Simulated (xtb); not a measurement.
C₃H₆O₃, charge -1, doublet, from a rough starting geometry (a state made from the parent by changing its charge; the spin is typed, not shown lowest); GFN2-xTB run with xtb.

xtb was given this input:
```
$ xtb mol.xyz --gfn 2 --chrg -1 --uhf 1 --opt vtight --json

# file mol.xyz
12

C      2.31050458     0.03216808     0.13157542
O      1.14992132    -0.66046460     0.43599743
C      0.02219862     0.08220599     0.06114981
O     -0.04803239     0.99685531    -0.67002741
O     -1.08958976    -0.71292895     0.40005950
C     -2.32775333    -0.16383081    -0.00984028
H      2.34330013     1.04168311     0.45420541
H      3.14772711    -0.52925808     0.53047539
H      2.45684008     0.08908797    -1.01087180
H     -3.06996608    -0.83869085     0.45806251
H     -2.37287267    -0.10768426    -1.11511993
H     -2.51999364     0.75315779     0.39000366
```

Problem. What does xtb print? Leave out banner, timings and long lists.

Solution. 
```
   ID    Z sym.   atoms
    1    6 C      1, 3, 6
    2    8 O      2, 4, 5
    3    1 H      7-12

           -------------------------------------------------
          |                Calculation Setup                |
           -------------------------------------------------

           -------------------------------------------------
          |                 G F N 2 - x T B                 |
           -------------------------------------------------

          ...................................................
          :                      SETUP                      :
          :.................................................:
          :  # basis functions                  30          :
          :  # atomic orbitals                  30          :
          :  # shells                           18          :
          :  # electrons                        37          :
          :  max. iterations                   250          :
          :  Hamiltonian                  GFN2-xTB          :
          :  restarted?                      false          :
          :  GBSA solvation                  false          :
          :  PC potential                    false          :
          :  electronic temp.          300.0000000     K    :
          :  accuracy                    1.0000000          :
          :  -> integral cutoff          0.2500000E+02      :
          :  -> integral neglect         0.1000000E-07      :
          :  -> SCF convergence          0.1000000E-05 Eh   :
          :  -> wf. convergence          0.1000000E-03 e    :
          :  Broyden damping             0.4000000          :
          :  net charge                         -1          :
          :  unpaired electrons                  1          :
          ...................................................

 iter      E             dE          RMSdq      gap      omega  full diag
   1    -21.8658414 -0.218658E+02  0.546E+00    5.50       0.0  T
   2    -21.9488745 -0.830331E-01  0.271E+00    4.32       1.0  T
   3    -21.9506062 -0.173175E-02  0.121E+00    4.15       1.0  T
   4    -21.9509243 -0.318058E-03  0.215E-01    4.05       1.0  T
   5    -21.9509606 -0.362962E-04  0.880E-02    4.12       1.0  T
   6    -21.9509661 -0.550451E-05  0.167E-02    4.14       1.7  T
   7    -21.9509666 -0.497389E-06  0.507E-03    4.14       5.7  T
   8    -21.9509667 -0.869968E-07  0.268E-03    4.13      10.8  T
   9    -21.9509667 -0.341531E-07  0.859E-04    4.13      33.6  T
  10    -21.9509667 -0.735444E-09  0.116E-04    4.13     249.3  T

   *** convergence criteria satisfied after 10 iterations ***

         :::::::::::::::::::::::::::::::::::::::::::::::::::::
         ::                     SUMMARY                     ::
         :::::::::::::::::::::::::::::::::::::::::::::::::::::
         :: total energy             -21.763512188789 Eh    ::
         :: gradient norm              0.276181910517 Eh/a0 ::
         :: HOMO-LUMO gap              4.134720535201 eV    ::
         ::.................................................::
         :: SCC energy               -21.950971352709 Eh    ::
         :: -> isotropic ES            0.218671977048 Eh    ::
         :: -> anisotropic ES         -0.008298517703 Eh    ::
         :: -> anisotropic XC         -0.005755079442 Eh    ::
         :: -> dispersion             -0.006605230828 Eh    ::
         :: repulsion energy           0.187459163920 Eh    ::
         :: add. restraining           0.000000000000 Eh    ::
         :: total charge              -1.000000000000 e     ::
         :::::::::::::::::::::::::::::::::::::::::::::::::::::

      -----------------------------------------------------------
     |                   =====================                   |
     |                        A N C O P T                        |
     |                   =====================                   |
     |               Approximate Normal Coordinate               |
     |                Rational Function Optimizer                |
      -----------------------------------------------------------
      -----------------------------------------------------------
     |                   =====================                   |
     |                        A N C O P T                        |
     |                   =====================                   |
     |               Approximate Normal Coordinate               |
     |                Rational Function Optimizer                |
      -----------------------------------------------------------

          ...................................................
          :                      SETUP                      :
          :.................................................:
          :   optimization level         verytight          :
          :   max. optcycles                   240          :
          :   ANC micro-cycles                  20          :
          :   degrees of freedom                30          :
          :.................................................:
          :   RF solver                   davidson          :
          :   write xtbopt.log                true          :
          :   linear?                        false          :
          :   energy convergence         0.1000000E-06 Eh   :
          :   grad. convergence          0.2000000E-03 Eh/α :
          :   maxmium RF displ.          1.0000000          :
          :   Hlow (freq-cutoff)         0.1000000E-01      :
          :   Hmax (freq-cutoff)         5.0000000          :
          :   S6 in model hess.         20.0000000          :
          ...................................................

generating ANC from exact Hessian ...
Using Lindh-Hessian (1995)
 Shifting diagonal of input Hessian by    6.8141382265112533E-003
 Lowest  eigenvalues of input Hessian
    0.000000    0.000000    0.000000    0.000000    0.000000    0.000000
[...]
 * total energy  :   -21.8121578 Eh     change       -0.1446488E-04 Eh
 * total energy  :   -21.8121635 Eh     change       -0.5676990E-05 Eh
 * total energy  :   -21.8121679 Eh     change       -0.4407259E-05 Eh
 * total energy  :   -21.8121700 Eh     change       -0.2117589E-05 Eh
 * total energy  :   -21.8121717 Eh     change       -0.1740793E-05 Eh
 * total energy  :   -21.8121730 Eh     change       -0.1254247E-05 Eh
 * total energy  :   -21.8121739 Eh     change       -0.9125059E-06 Eh
 * total energy  :   -21.8121747 Eh     change       -0.8165019E-06 Eh
 * total energy  :   -21.8121755 Eh     change       -0.7308025E-06 Eh
 * total energy  :   -21.8121759 Eh     change       -0.4461497E-06 Eh
 * total energy  :   -21.8121761 Eh     change       -0.1798130E-06 Eh
 * total energy  :   -21.8121761 Eh     change       -0.6598216E-07 Eh
   *** GEOMETRY OPTIMIZATION CONVERGED AFTER 53 ITERATIONS ***
         :: total energy             -21.812176149159 Eh    ::
[...]
         :: HOMO-LUMO gap              7.283981683437 eV    ::
         ::.................................................::
         :: SCC energy               -21.954683340177 Eh    ::
         :: -> isotropic ES            0.210018398386 Eh    ::
         :: -> anisotropic ES         -0.005021963327 Eh    ::
         :: -> anisotropic XC         -0.004015752642 Eh    ::
         :: -> dispersion             -0.007123646981 Eh    ::
         :: repulsion energy           0.142507191018 Eh    ::
         :: add. restraining           0.000000000000 Eh    ::
         :: total charge              -1.000000000000 e     ::
         :::::::::::::::::::::::::::::::::::::::::::::::::::::

           -------------------------------------------------
          |                Property Printout                |
           -------------------------------------------------

    * Orbital Energies and Occupations

         #    Occupation            Energy/Eh            Energy/eV
      -------------------------------------------------------------
         1        2.0000           -0.4972533             -13.5309
       ...           ...                  ...                  ...
         7        2.0000           -0.3696875             -10.0597
         8        2.0000           -0.3583979              -9.7525
         9        2.0000           -0.3518452              -9.5742
        10        2.0000           -0.3468478              -9.4382
        11        2.0000           -0.3380004              -9.1975
        12        2.0000           -0.3114209              -8.4742
        13        2.0000           -0.2830939              -7.7034
        14        2.0000           -0.2695867              -7.3358
        15        2.0000           -0.2306289              -6.2757
        16        2.0000           -0.2163565              -5.8874
        17        2.0000           -0.2081344              -5.6636
        18        2.0000           -0.1777534              -4.8369
        19        1.0000           -0.0389590              -1.0601 (HOMO)
        20                          0.2287224               6.2239 (LUMO)
        21                          0.2591911               7.0529
        22                          0.2838375               7.7236
        23                          0.3041811               8.2772
        24                          0.3236624               8.8073
        25                          0.3321588               9.0385
        26                          0.3466583               9.4331
        27                          0.3601622               9.8005
        28                          0.3909387              10.6380
        29                          0.4043113              11.0019
        30                          0.6742111              18.3462
      -------------------------------------------------------------
                  HL-Gap            0.2676814 Eh            7.2840 eV
             Fermi-level           -0.0067373 Eh           -0.1833 eV

     #   Z          covCN         q      C6AA      α(0)
     1   6 C        3.633     0.085    19.538     6.362
     2   8 O        1.692    -0.415    21.124     6.205
     3   6 C        2.575     0.277    22.356     7.730
     4   8 O        0.855    -0.627    26.799     6.941
     5   8 O        1.697    -0.395    20.743     6.149
     6   6 C        3.640     0.084    19.528     6.355
     7   1 H        0.923     0.034     2.525     2.485
     8   1 H        0.923    -0.018     3.385     2.877
     9   1 H        0.922    -0.024     3.516     2.932
    10   1 H        0.924    -0.008     3.198     2.797
    11   1 H        0.923    -0.010     3.247     2.818
    12   1 H        0.924     0.017     2.772     2.604

 Mol. C6AA /au·bohr⁶  :       1468.697114
 Mol. C8AA /au·bohr⁸  :      30099.745713
 Mol. α(0) /au        :         56.254642

Wiberg/Mayer (AO) data.
largest (>0.10) Wiberg bond orders for each atom

 ---------------------------------------------------------------------------
     #   Z sym  total        # sym  WBO       # sym  WBO       # sym  WBO
 ---------------------------------------------------------------------------
     1   6 C    3.976 --     2 O    1.020     8 H    0.978     9 H    0.973
                             7 H    0.967
     2   8 O    2.027 --     1 C    1.020     3 C    0.852
     3   6 C    3.369 --     4 O    1.547     5 O    0.893     2 O    0.852
     4   8 O    1.745 --     3 C    1.547
     5   8 O    2.030 --     6 C    0.997     3 C    0.893
     6   6 C    3.979 --     5 O    0.997    10 H    0.981    11 H    0.977
                            12 H    0.977
     7   1 H    0.999 --     1 C    0.967
     8   1 H    1.000 --     1 C    0.978
     9   1 H    0.999 --     1 C    0.973
    10   1 H    1.000 --     6 C    0.981
    11   1 H    1.000 --     6 C    0.977
    12   1 H    1.000 --     6 C    0.977
 ---------------------------------------------------------------------------

Topologies differ in total number of bonds
Writing topology from bond orders to xtbtopo.mol

molecular dipole:
                 x           y           z       tot (Debye)
 q only:        0.037      -1.098      -1.728
   full:        0.071      -1.248      -2.165       6.355
molecular quadrupole (traceless):
                xx          xy          yy          xz          yz          zz
 q only:        1.978       0.645      -3.852       0.866      -1.724       1.874
  q+dip:        3.570       0.385      -3.813       1.346      -1.483       0.243
   full:        3.678       0.542      -4.434       1.233      -1.507       0.756

optimized geometry written to: xtbopt.xyz

           -------------------------------------------------
          | TOTAL ENERGY              -21.812176149159 Eh   |
          | GRADIENT NORM               0.000044084230 Eh/α |
          | HOMO-LUMO GAP               7.283981683437 eV   |
           -------------------------------------------------
```
